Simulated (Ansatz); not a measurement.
Geometry optimisation of C$_{2}$H$_{8}$AlBO.

```yaml
crystal:
  periodic: [false, false, false]
  atoms:
    - {symbol: B, position_ang: [-1.073524, 0.972302, -0.483702]}
    - {symbol: C, position_ang: [-0.403297, -0.282597, -0.087309]}
    - {symbol: C, position_ang: [-0.541784, -1.187389, 1.095232]}
    - {symbol: O, position_ang: [0.681342, -0.817606, -0.989211]}
    - {symbol: Al, position_ang: [1.368884, 0.886021, -0.215071]}
    - {symbol: H, position_ang: [-1.857115, 1.497944, 0.282695]}
    - {symbol: H, position_ang: [-0.832055, 1.478840, -1.570586]}
    - {symbol: H, position_ang: [-1.219935, -0.722704, 1.835679]}
    - {symbol: H, position_ang: [0.427248, -1.408178, 1.591372]}
    - {symbol: H, position_ang: [-0.981301, -2.159312, 0.782405]}
    - {symbol: H, position_ang: [0.382066, -0.681766, -1.912263]}
    - {symbol: H, position_ang: [2.230257, 0.546534, 1.081948]}
    - {symbol: H, position_ang: [1.839714, 1.843311, -1.396488]}
basis:
  gaussian: {orbitals: def2-TZVP}
hamiltonian: {xc: pbe0, dispersion: d4}
relax: {f_tol: 0.005, max_steps: 150}
```

```sh
$ ansatz run in.yaml --threads 4 --pin off --events-out ev --progress --plain --max-ram 10444MiB
```

Shortened log:

```
Functional definition: PBE0
mean field -11517.17561130 eV, -423.2483970932 hartree, gradient 2.1e-5 eV, S^2 0.000000; 0 other end points of the search recorded, 0 dependent functions left out
relax step   1: F+E_penalty+E_count = -11517.40368182 eV  Δ(F+E_penalty+E_count) = +0.000e0 eV  max|allowed force component| = 6.784e-1 eV/Å  Δτ_max = 0.0000 Å  (28 SCF iters, accepted)
mean field -11517.22027474 eV, -423.2500384444 hartree, gradient 1.1e-5 eV, S^2 0.000000; 0 other end points of the search recorded, 0 dependent functions left out
relax step   2: F+E_penalty+E_count = -11517.44936209 eV  Δ(F+E_penalty+E_count) = -4.568e-2 eV  max|allowed force component| = 3.180e-1 eV/Å  Δτ_max = 0.0267 Å  (33 SCF iters, accepted)
mean field -11517.22838219 eV, -423.2503363878 hartree, gradient 1.1e-5 eV, S^2 0.000000; 0 other end points of the search recorded, 0 dependent functions left out
relax step   3: F+E_penalty+E_count = -11517.45800466 eV  Δ(F+E_penalty+E_count) = -8.643e-3 eV  max|allowed force component| = 1.120e-1 eV/Å  Δτ_max = 0.0192 Å  (33 SCF iters, accepted)
mean field -11517.22988664 eV, -423.2503916754 hartree, gradient 1.1e-5 eV, S^2 0.000000; 0 other end points of the search recorded, 0 dependent functions left out
relax step   4: F+E_penalty+E_count = -11517.45957045 eV  Δ(F+E_penalty+E_count) = -1.566e-3 eV  max|allowed force component| = 3.830e-2 eV/Å  Δτ_max = 0.0141 Å  (33 SCF iters, accepted)
mean field -11517.23065977 eV, -423.2504200873 hartree, gradient 1.1e-5 eV, S^2 0.000000; 0 other end points of the search recorded, 0 dependent functions left out
relax step   5: F+E_penalty+E_count = -11517.46024363 eV  Δ(F+E_penalty+E_count) = -6.732e-4 eV  max|allowed force component| = 4.026e-2 eV/Å  Δτ_max = 0.0068 Å  (33 SCF iters, accepted)
mean field -11517.23034609 eV, -423.2504085597 hartree, gradient 1.1e-5 eV, S^2 0.000000; 0 other end points of the search recorded, 0 dependent functions left out
relax step   6: F+E_penalty+E_count = -11517.45996960 eV  Δ(F+E_penalty+E_count) = +2.740e-4 eV  max|allowed force component| = 6.169e-2 eV/Å  Δτ_max = 0.0318 Å  (32 SCF iters, rejected (line search))
mean field -11517.23131272 eV, -423.2504440827 hartree, gradient 1.1e-5 eV, S^2 0.000000; 0 other end points of the search recorded, 0 dependent functions left out
relax step   7: F+E_penalty+E_count = -11517.46080113 eV  Δ(F+E_penalty+E_count) = -5.575e-4 eV  max|allowed force component| = 9.183e-3 eV/Å  Δτ_max = 0.0156 Å  (33 SCF iters, accepted)
mean field -11517.23142798 eV, -423.2504483185 hartree, gradient 1.1e-5 eV, S^2 0.000000; 0 other end points of the search recorded, 0 dependent functions left out
relax step   8: F+E_penalty+E_count = -11517.46085701 eV  Δ(F+E_penalty+E_count) = -5.588e-5 eV  max|allowed force component| = 1.099e-2 eV/Å  Δτ_max = 0.0145 Å  (33 SCF iters, accepted)
mean field -11517.23133508 eV, -423.2504449046 hartree, gradient 1.1e-5 eV, S^2 0.000000; 0 other end points of the search recorded, 0 dependent functions left out
relax step   9: F+E_penalty+E_count = -11517.46080538 eV  Δ(F+E_penalty+E_count) = +5.163e-5 eV  max|allowed force component| = 3.874e-2 eV/Å  Δτ_max = 0.0075 Å  (33 SCF iters, rejected (line search))
mean field -11517.23143019 eV, -423.2504483996 hartree, gradient 1.1e-5 eV, S^2 0.000000; 0 other end points of the search recorded, 0 dependent functions left out
relax step  10: F+E_penalty+E_count = -11517.46088347 eV  Δ(F+E_penalty+E_count) = -2.646e-5 eV  max|allowed force component| = 4.603e-3 eV/Å  Δτ_max = 0.0036 Å  (34 SCF iters, accepted)
mean field -11517.23143019 eV, -423.2504483996 hartree, gradient 1.1e-5 eV, S^2 0.000000; 1 other end points of the search recorded, 0 dependent functions left out
Total energy: -11517.46092188 eV, -423.2588820639 hartree
Atom 0 at    -1.093231     0.958916    -0.494044 Å, force     0.000880     0.000908    -0.000646 eV/Å
Atom 1 at    -0.394511    -0.255169    -0.081937 Å, force     0.000852     0.000077     0.001061 eV/Å
Atom 2 at    -0.531725    -1.162224     1.087777 Å, force    -0.001128     0.000128     0.000638 eV/Å
Atom 3 at     0.680628    -0.788058    -0.980965 Å, force     0.003244    -0.001421    -0.001250 eV/Å
Atom 4 at     1.382847     0.837141    -0.205342 Å, force    -0.004603     0.000219     0.001079 eV/Å
Atom 5 at    -1.873791     1.464712     0.256858 Å, force    -0.000891    -0.000030     0.000231 eV/Å
Atom 6 at    -0.859266     1.450973    -1.566648 Å, force    -0.000851    -0.000488     0.000014 eV/Å
Atom 7 at    -1.196308    -0.700613     1.818434 Å, force     0.000267     0.000089     0.000405 eV/Å
Atom 8 at     0.424389    -1.379711     1.573894 Å, force     0.000339    -0.000331    -0.000339 eV/Å
Atom 9 at    -0.970615    -2.116221     0.778129 Å, force    -0.000627    -0.000197     0.000418 eV/Å
Atom 10 at     0.386171    -0.673167    -1.892436 Å, force    -0.000718     0.001516    -0.000978 eV/Å
Atom 11 at     2.254512     0.487262     1.064666 Å, force     0.000965     0.000898    -0.001324 eV/Å
Atom 12 at     1.811401     1.841560    -1.343684 Å, force     0.002272    -0.001368     0.000692 eV/Å
Dipole moment:     0.004348    -0.349478    -0.151380 e Å
```

Hardware: 4 threads of an Arm Neoverse V2 on a shared host. Wall time 31 s, peak host memory 0.56 GiB.
